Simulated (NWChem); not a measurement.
Species: GeH₂O, singlet; SMILES [OH][GeH]

Computed with NWChem. Low-valent species are run as closed-shell singlets; no triplet was tried in these runs. Coordinates come from a PBE-D3(BJ)/def2-SVP optimisation. Vertical excitations in the gas phase.

Q: Estimate the computed values for B3LYP/def2-SVP, TDA. Quantities: lowest excitation, singlet (eV); oscillator strength of that lowest state; lowest state with f > 0.02, singlet (eV); oscillator strength of that bright state; orbital gap (eV).

A: 
```
Property                                  Result
----------------------------------------  ------
lowest excitation, singlet (eV)             3.45
oscillator strength of that lowest state   0.027
lowest state with f > 0.02, singlet (eV)    3.45
oscillator strength of that bright state   0.027
orbital gap (eV)                            4.30
```
